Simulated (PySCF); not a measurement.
## [Nd(PH3)]3+ at several levels of theory

Computed with PySCF 2.14.0 (density fitting, no spin-orbit coupling) at the geometry relaxed with PBE0:

```xyz
5
[Nd(PH3)]3+ (singlet in the valence; each metal's 4f electrons, 3 of them, lie in its core potential, out of spins and levels)
Nd    0.0000    0.0000   -0.4649
P     0.0000    0.0000    2.5101
H     1.3271    0.0000    3.0359
H    -0.6636    1.1493    3.0359
H    -0.6636   -1.1493    3.0359
```

```json
{"level": "PBE0", "basis": "Nd lcecp-1-SVP with ECP49, P def2-SVP, H def2-SVP", "state": "singlet", "HOMO (eV)": "-23.91", "gap (eV)": "4.44", "charge on Nd1 (e)": "2.30", "population of f-type functions on Nd1 (polarisation alone where 4f lies in the core)": "0.01", "dipole about the centre of mass (D)": "2.09", "largest force component (eV/Å)": "0.01"}
{"level": "BP86", "basis": "the same", "state": "singlet", "HOMO (eV)": "-23.03", "gap (eV)": "2.65", "charge on Nd1 (e)": "2.26", "population of f-type functions on Nd1 (polarisation alone where 4f lies in the core)": "0.01", "dipole about the centre of mass (D)": "2.59", "largest force component (eV/Å)": "0.24"}
{"level": "PBE0", "basis": "Nd lcecp-1-TZVP with ECP49, P def2-TZVP, H def2-TZVP", "state": "singlet", "HOMO (eV)": "-23.79", "gap (eV)": "4.39", "charge on Nd1 (e)": "2.36", "population of f-type functions on Nd1 (polarisation alone where 4f lies in the core)": "0.01", "dipole about the centre of mass (D)": "2.21", "largest force component (eV/Å)": "0.18"}
```

In the lcecp rows the 4f levels are missing from HOMO and gap, and the state counts the valence alone.

Charges are Mulliken's, which hang on the basis. The relaxation used the grid (50, 194), these runs (75, 302) or, all-electron (x2c bases, spin-free X2C Hamiltonian), (99, 590).

Task: What does PBE with Nd lcecp-1-SVP with ECP49, P def2-SVP, H def2-SVP give here?

Result: state singlet, HOMO (eV) -22.95, gap (eV) 2.50, charge on Nd1 (e) 2.25, population of f-type functions on Nd1 (polarisation alone where 4f lies in the core) 0.01, dipole about the centre of mass (D) 2.64, largest force component (eV/Å) 0.25. Time: 1.9 s on 2 threads of Arm Neoverse V2, with other jobs on the host, from an already converged density.

In the first row's basis the gap widens with exact exchange: 2.5 to 2.7 eV for PBE, BP86 (none); 4.4 eV for PBE0 (a fixed share).

An lcecp potential fixes the number of 4f electrons, so in runs with it no electron can move into or out of that shell.
